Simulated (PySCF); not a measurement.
PySCF input file for C₃H₆NO, SMILES C(=O)N([CH2])C, multiplicity 2, PBE-D3(BJ)/def2-SVP. Geometry: PBE-D3(BJ)/def2-SVP. The isomer is the one that the SMILES or the coordinates give; other isomers of the formula were not compared. The values are those of a single conformer.

```python
import numpy as np
from pyscf import gto, scf, dft, df
from pyscf.hessian import thermo

mol = gto.M(
    atom='''
    C    -1.43749119    0.37534840    0.00000000
    N    -0.06511045    0.36998855    0.00000000
    C     0.66486582    1.62839852    0.00000000
    C     0.63672685   -0.83992391    0.00000000
    O     0.10352677   -1.93948701   -0.00000000
    H    -1.96095264    1.33703891    0.00000000
    H    -1.93567318   -0.60037759   -0.00000000
    H     0.41972341    2.22883300    0.90090248
    H     1.75177322    1.41941499    0.00000000
    H     0.41972341    2.22883300   -0.90090249
    H     1.74835584   -0.67070423    0.00000000
    ''',
    basis='def2-SVP',
    charge=0,
    spin=1,
    max_memory=1600,
    verbose=3,
)
mf = dft.UKS(mol, xc='pbe').density_fit(auxbasis='def2-universal-jkfit')
mf.disp = 'd3bj'
mf.grids.level = 3
mf.conv_tol = 1e-11
mf.max_cycle = 100
mf.kernel()
fine, coarse = mf.grids, dft.Grids(mol).set(level=1).build(with_non0tab=True)
for _ in range(3):  # follow internal instabilities
    mf.grids = coarse
    mo, _, stable, _ = mf.stability(return_status=True, nroots=4)
    mf.grids = fine
    if stable:
        break
    mf.kernel(mf.make_rdm1(mo, mf.mo_occ))

# [left out here: the lines that compute and print the analytic Hessian (its translational invariance restored by hand, since the grid's response is missing), thermochemistry and intensities]
```

Output:

```

WARN: HOMO -0.173714697922756 >= LUMO -0.173714697922756

converged SCF energy = -247.383021623896  <S^2> = 0.75358728  2S+1 = 2.0035841
<class 'pyscf.df.df_jk.DFUKS'> wavefunction is stable in the internal stability analysis

WARN: DFTD3 does not support analytical Hessian, using finite difference


WARN: Mole.unit (angstrom) is changed to Bohr

Mode                                 0                   1                   2
Irrep
Freq [cm^-1]                      144.6307            237.3636            307.4936
Reduced mass [au]                   1.2244              1.9830              1.3020
Force const [Dyne/A]                0.0151              0.0658              0.0725
Char temp [K]                     208.0913            341.5134            442.4148
Normal mode                   x     y     z       x     y     z       x     y     z
       0   C                 0.00  0.00  0.04    0.00 -0.00 -0.01   -0.00  0.00 -0.12
       1   N                 0.00 -0.00  0.07    0.00 -0.00 -0.10   -0.00 -0.00  0.06
       2   C                -0.00  0.00 -0.05   -0.00  0.00  0.07    0.00 -0.00 -0.03
       3   C                 0.00 -0.00  0.02    0.00 -0.00 -0.12   -0.00  0.00  0.04
       4   O                -0.00 -0.00 -0.07   -0.00 -0.00  0.11    0.00 -0.00 -0.01
       5   H                 0.00  0.00  0.07    0.00  0.00  0.33    0.00  0.00  0.84
       6   H                 0.00  0.00  0.03    0.00  0.00 -0.04   -0.00  0.00 -0.01
       7   H                -0.35  0.27 -0.33   -0.23 -0.02  0.02    0.10  0.02 -0.02
       8   H                -0.00  0.00  0.43   -0.00  0.00  0.35    0.00 -0.00 -0.14
       9   H                 0.35 -0.27 -0.33    0.23  0.02  0.02   -0.10 -0.02 -0.02
      10   H                 0.00 -0.00  0.09    0.00 -0.00 -0.35   -0.00  0.00  0.06
Mode                                 3                   4                   5
Irrep
Freq [cm^-1]                      314.3180            386.8345            409.5317
Reduced mass [au]                   4.0086              1.8343              2.4051
Force const [Dyne/A]                0.2333              0.1617              0.2377
Char temp [K]                     452.2336            556.5687            589.2249
Normal mode                   x     y     z       x     y     z       x     y     z
       0   C                 0.08 -0.14 -0.00   -0.00 -0.00 -0.03    0.07  0.10 -0.00
       1   N                 0.08  0.01  0.00   -0.00  0.00  0.16    0.06 -0.04  0.00
       2   C                -0.02  0.07 -0.00    0.00 -0.00 -0.01   -0.11  0.06 -0.00
       3   C                 0.02 -0.01  0.00   -0.00  0.00 -0.09    0.03 -0.08  0.00
       4   O                -0.13  0.06 -0.00   -0.00  0.00  0.04   -0.02 -0.07 -0.00
       5   H                -0.04 -0.21  0.00   -0.00 -0.00 -0.18    0.22  0.18 -0.00
       6   H                 0.22 -0.21  0.00    0.00 -0.00 -0.52   -0.10  0.19 -0.00
       7   H                -0.07  0.05 -0.00    0.08  0.09 -0.05   -0.26  0.01 -0.00
       8   H                 0.00  0.16 -0.00    0.00 -0.00 -0.08   -0.07  0.30 -0.00
       9   H                -0.07  0.05  0.00   -0.08 -0.09 -0.05   -0.26  0.01  0.00
      10   H                 0.04 -0.12  0.00   -0.00  0.00 -0.41    0.03 -0.11 -0.00
Mode                                 6                   7                   8
Irrep
Freq [cm^-1]                      477.5739            639.1570            887.5022
Reduced mass [au]                   1.3514              4.4554              1.6534
Force const [Dyne/A]                0.1816              1.0724              0.7673
Char temp [K]                     687.1225            919.6046           1276.9180
Normal mode                   x     y     z       x     y     z       x     y     z
       0   C                 0.00  0.00  0.11   -0.02 -0.01 -0.00    0.00  0.00 -0.00
       1   N                 0.00 -0.00 -0.08   -0.00  0.08  0.00    0.00 -0.00  0.04
       2   C                -0.00  0.00 -0.02    0.06  0.14  0.00    0.00 -0.00  0.00
       3   C                 0.00 -0.00  0.06   -0.09 -0.05  0.00   -0.00  0.00 -0.17
       4   O                -0.00 -0.00 -0.01    0.03 -0.14  0.00    0.00  0.00  0.05
       5   H                 0.00  0.00  0.19   -0.19 -0.11 -0.00   -0.00 -0.00  0.01
       6   H                -0.00  0.00 -0.79    0.15 -0.10 -0.00    0.00 -0.00 -0.01
       7   H                -0.00 -0.03  0.00    0.07  0.14  0.00    0.02  0.02 -0.01
       8   H                -0.00  0.00 -0.02    0.06  0.11 -0.00    0.00  0.00 -0.02
       9   H                 0.00  0.03  0.00    0.07  0.14 -0.00   -0.02 -0.02 -0.01
      10   H                 0.00 -0.00  0.22   -0.09 -0.05 -0.00   -0.00  0.00  0.75
Mode                                 9                  10                  11
Irrep
Freq [cm^-1]                      911.5810           1022.0807           1048.7796
Reduced mass [au]                   2.7455              2.0577              1.3971
[...]
       7   H                 0.17  0.52 -0.17   -0.08 -0.04 -0.03   -0.16  0.10 -0.15
       8   H                -0.00 -0.00 -0.29   -0.02 -0.03  0.00    0.07  0.13 -0.00
       9   H                -0.17 -0.52 -0.17   -0.08 -0.04  0.03   -0.16  0.10  0.15
      10   H                 0.00 -0.00 -0.02    0.05 -0.56  0.00    0.06 -0.02  0.00
Mode                                15                  16                  17
Irrep
Freq [cm^-1]                     1355.4225           1375.8414           1399.9642
Reduced mass [au]                   1.3493              1.2938              1.0362
Force const [Dyne/A]                1.4605              1.4429              1.1965
Char temp [K]                    1950.1512           1979.5294           2014.2368
Normal mode                   x     y     z       x     y     z       x     y     z
       0   C                 0.06 -0.03  0.00   -0.04 -0.00  0.00   -0.00 -0.00  0.00
       1   N                 0.01  0.09  0.00    0.05  0.01  0.00    0.00  0.00 -0.02
       2   C                 0.01 -0.04 -0.00   -0.08 -0.09  0.00   -0.00 -0.00 -0.05
       3   C                 0.05 -0.04  0.00   -0.01  0.00 -0.00    0.00 -0.00 -0.00
       4   O                -0.04 -0.04 -0.00   -0.00 -0.01 -0.00   -0.00 -0.00 -0.00
       5   H                -0.25 -0.19  0.00    0.08  0.06  0.00    0.00  0.00 -0.01
       6   H                -0.43  0.23 -0.00    0.05 -0.06 -0.00    0.00 -0.00  0.01
       7   H                -0.09  0.01 -0.06    0.39  0.21 -0.06    0.48  0.10  0.04
       8   H                 0.01 -0.01 -0.00    0.06  0.56 -0.00    0.00  0.00  0.69
       9   H                -0.09  0.01  0.06    0.39  0.21  0.06   -0.48 -0.10  0.04
      10   H                -0.03  0.60  0.00   -0.04  0.18 -0.00   -0.00  0.00  0.00
Mode                                18                  19                  20
Irrep
Freq [cm^-1]                     1423.6623           1456.2218           1746.8911
Reduced mass [au]                   1.3534              1.4710              9.2426
Force const [Dyne/A]                1.6162              1.8378             16.6178
Char temp [K]                    2048.3330           2095.1790           2513.3873
Normal mode                   x     y     z       x     y     z       x     y     z
       0   C                 0.10  0.01  0.00   -0.10  0.01 -0.00   -0.00 -0.01 -0.00
       1   N                -0.07 -0.06 -0.00    0.12 -0.02 -0.00    0.00  0.02  0.00
       2   C                 0.01 -0.03 -0.00    0.01 -0.01  0.00    0.00  0.01 -0.00
       3   C                -0.03  0.00 -0.00   -0.01  0.01  0.00   -0.08 -0.21  0.00
       4   O                 0.02  0.03 -0.00   -0.01 -0.01 -0.00    0.06  0.13  0.00
       5   H                -0.24 -0.18 -0.00    0.10  0.13 -0.00    0.05  0.02 -0.00
       6   H                -0.14  0.14  0.00    0.16 -0.13 -0.00    0.03 -0.02 -0.00
       7   H                -0.03  0.40 -0.29   -0.20  0.29 -0.24   -0.02 -0.01  0.02
       8   H                 0.01  0.01  0.00   -0.07 -0.40 -0.00    0.01 -0.00  0.00
       9   H                -0.03  0.40  0.29   -0.20  0.29  0.24   -0.02 -0.01 -0.02
      10   H                 0.00 -0.31  0.00   -0.04  0.26  0.00   -0.13  0.12  0.00
Mode                                21                  22                  23
Irrep
Freq [cm^-1]                     2876.2098           2961.4503           3038.2232
Reduced mass [au]                   1.0857              1.0352              1.1064
Force const [Dyne/A]                5.2919              5.3494              6.0171
Char temp [K]                    4138.2255           4260.8676           4371.3268
Normal mode                   x     y     z       x     y     z       x     y     z
       0   C                 0.00 -0.00  0.00   -0.00 -0.00  0.00   -0.00 -0.00 -0.00
       1   N                -0.00  0.00 -0.00    0.00  0.00 -0.00   -0.00 -0.00 -0.00
       2   C                 0.00  0.00  0.00    0.01  0.05  0.00    0.00 -0.00  0.09
       3   C                -0.08 -0.01 -0.00    0.00 -0.00 -0.00   -0.00 -0.00  0.00
       4   O                 0.00  0.00 -0.00    0.00  0.00 -0.00   -0.00 -0.00 -0.00
       5   H                 0.01 -0.01  0.00   -0.00  0.01  0.00    0.00 -0.00  0.00
       6   H                 0.01  0.01  0.00   -0.00 -0.00  0.00    0.00  0.00 -0.00
       7   H                 0.01 -0.01 -0.01    0.14 -0.33 -0.51    0.16 -0.36 -0.54
       8   H                -0.01  0.01 -0.00   -0.42  0.08 -0.00   -0.00  0.00  0.01
       9   H                 0.01 -0.01  0.01    0.14 -0.33  0.51   -0.16  0.36 -0.54
      10   H                 0.95  0.12 -0.00   -0.03 -0.00 -0.00   -0.00  0.00  0.00
Mode                                24                  25                  26
Irrep
Freq [cm^-1]                     3079.5231           3127.6068           3271.7935
Reduced mass [au]                   1.1028              1.0480              1.1268
Force const [Dyne/A]                6.1617              6.0399              7.1067
Char temp [K]                    4430.7481           4499.9299           4707.3824
Normal mode                   x     y     z       x     y     z       x     y     z
       0   C                -0.00 -0.00 -0.00   -0.06  0.00  0.00    0.00 -0.10  0.00
       1   N                 0.00 -0.00  0.00    0.00  0.00  0.00   -0.00 -0.00  0.00
       2   C                 0.08 -0.04 -0.00   -0.00  0.00  0.00   -0.00  0.00  0.00
       3   C                 0.00 -0.00 -0.00    0.00 -0.00  0.00   -0.00 -0.00  0.00
       4   O                -0.00  0.00  0.00   -0.00 -0.00 -0.00    0.00 -0.00  0.00
       5   H                 0.01 -0.01 -0.00    0.33 -0.61  0.00   -0.31  0.58  0.00
       6   H                 0.01  0.02 -0.00    0.32  0.61  0.00    0.31  0.59 -0.00
       7   H                -0.06  0.15  0.24    0.00 -0.01 -0.01    0.00  0.00  0.00
       8   H                -0.84  0.16 -0.00    0.02 -0.01  0.00    0.00 -0.00  0.00
       9   H                -0.06  0.15 -0.24    0.00 -0.01  0.01    0.00  0.00 -0.00
      10   H                -0.00  0.00  0.00   -0.01 -0.00 -0.00   -0.00  0.00  0.00
temperature 298.1500 [K]
pressure 101325.00 [Pa]
Rotational constants [GHz] 9.90923 4.21219 3.01344
Symmetry number 1
Zero-point energy (ZPE) 0.08569 [Eh]   224989.385 [J/mol]
                           tot       elec      trans        rot        vib
Entropy [J/mol/K]       319.851      5.763    162.098    106.064     45.926
Cv [J/mol/K]             87.744      0.000     12.472     12.472     62.801
Cp [J/mol/K]             96.059      0.000     20.786     12.472     62.801
Internal energy [J/mol]                      3718.434   3718.434 233476.807
Internal energy [Eh]   -247.29126  -247.38302
Enthalpy [J/mol]                             6197.391   3718.434 233476.807
Enthalpy [Eh]          -247.29032
Gibbs free energy [J/mol]                  -42132.169 -27904.525 219783.903
Gibbs free energy [Eh] -247.32664
mode   freq/cm-1   IR/(km/mol)
   1      144.63         0.334
   2      237.36         0.098
   3      307.49        32.684
   4      314.32         5.816
   5      386.83        29.673
   6      409.53         0.754
   7      477.57        10.902
   8      639.16         6.741
   9      887.50         0.224
  10      911.58        11.887
  11     1022.08        48.962
  12     1048.78         0.534
  13     1094.59         0.020
  14     1283.09        42.335
  15     1337.95        23.880
  16     1355.42         8.141
  17     1375.84         1.155
  18     1399.96        10.192
  19     1423.66         1.955
  20     1456.22        18.674
  21     1746.89       337.003
  22     2876.21        76.445
  23     2961.45        47.658
  24     3038.22        17.186
  25     3079.52         5.526
  26     3127.61         0.580
  27     3271.79         1.039
max |gradient| / (hartree/bohr): 6.762291155607754e-05
APT charges: [-0.108  -0.4404  0.3008  0.8095 -0.6738  0.0731  0.0913 -0.0218  0.0304
 -0.0218 -0.0393]
```

The calculation finished and met its thresholds.

Cost: around 4 core-minutes (rough).
